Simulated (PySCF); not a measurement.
Si(I)(SH) (HISSi), SMILES S[Si]I (connectivity only; charge and spin as stated), neutral, multiplicity 1.

The structure is a stationary point at PBE0-D3(BJ)/def2-TZVP. The def2 effective core potentials stand for the cores of I; spin–orbit coupling is left out. The values are those of a single conformer.

Method: PBE0-D3(BJ)/def2-TZVP run with PySCF 2.14.0.

Frequencies are harmonic and unscaled.

Give all harmonic wavenumbers and intensities. (An estimate is asked for; the answer gives what the named calculation found.)


```csv
mode,ν (cm⁻¹),IR (km/mol),moving atoms (share of kinetic energy)
1,133,0.1,"S 64 %, I 21 %, Si 12 %"
2,341,65.0,"Si 80 %, I 17 %"
3,405,14.3,H 96 %
4,513,66.1,"Si 55 %, S 41 %"
5,757,5.7,H 90 %
6,2676,1.3,H 97 %
```
